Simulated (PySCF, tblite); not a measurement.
# Complex of aluminium trichloride and LiF

A gas-phase complex of aluminium trichloride and LiF; neutral, singlet. The structure comes from a short search (6 tight-binding starts) and was relaxed by PBE0-D3(BJ)/def2-SVPD; another way of binding may lie lower. Frequencies by PBE0-D3(BJ)/def2-SVPD show no clear imaginary mode.

Parts: 1 = aluminium trichloride ([Cl][Al]([Cl])[Cl]), atoms 1–4; 2 = LiF ([Li][F]), atoms 5–6.

```csv
atom,part,x (Å),y (Å),z (Å)
Cl1,1,1.447,0.680,1.134
Al2,1,-0.460,0.150,0.397
Cl3,1,-0.783,-2.064,0.498
Cl4,1,-1.093,0.925,-1.463
Li5,2,-2.248,-1.184,1.994
F6,2,-1.694,0.443,1.628
```

Contacts between parts, classed by geometry: Al2···F6 1.767 Å (bond); Cl3···Li5 2.271 Å (ion contact).

The parts are joined by the bond Al2–F6, so these are energies of forming such bonds; deforming the relaxed parts to their shape in the adduct costs 18.3 kcal/mol, which the interaction energies leave out.

Interaction energies are complex less parts, with the parts frozen as they stand in it; counterpoise-corrected, in kcal/mol (PySCF).

**Question.** Give the interaction energy at each level run.

**Answer.** 
| level | interaction | superposition error removed |
| --- | --- | --- |
| wB97M-D3(BJ)/def2-SVPD | -83.85 | -1.62 |
| PBE0-D3(BJ)/def2-SVPD | -84.87 | -1.76 |

**Question.** What holds them together? Decompose the wB97M-D3(BJ)/def2-SVPD energy: frozen parts, their antisymmetrised product, then relaxation.

**Answer.** electrostatic -124.2, Pauli repulsion +100.4, orbital relaxation -59.8, dispersion correction -1.9 kcal/mol, which sum to the value before the counterpoise correction; the Pauli term holds the exchange-correlation of the frozen density too. Of the attraction, 67 % is electrostatic, 32 % is orbital relaxation, 1 % is dispersion correction.

The parts were also relaxed and run alone, at the levels used for the complex: shieldings by PBE0/pcSseg-2.

Values alone: shielding of Al2 (ppm): 408.6; shielding of F6 (ppm): 347.4; shielding of Cl3 (ppm): 910.2; shielding of Li5 (ppm): 88.1.

**Question.** How do these values change when the complex forms?

**Answer.** 
```tsv
property	alone	in the complex	change
shielding of Al2 (ppm)	408.6	464.7	+56.1
shielding of F6 (ppm)	347.4	325.1	-22.3
shielding of Cl3 (ppm)	910.2	948.2	+38.0
shielding of Li5 (ppm)	88.1	90.8	+2.7
```

**Question.** What are the binding energy from relaxed parts (wB97M-D3(BJ)/def2-SVPD), and ΔH and ΔG of association at 298.15 K and 1 atm?

**Answer.** -65.58 kcal/mol, -64.09 with zero-point energy; ΔH -64.5 and ΔG -54.7 kcal/mol, from harmonic vibrations by PBE0-D3(BJ)/def2-SVPD with low modes damped.

The 4 runs behind this took 7.6 min in all, one thread each of Arm Neoverse V1 on a shared host, launched as `OMP_NUM_THREADS=1 python cluster_run.py task.json out`.
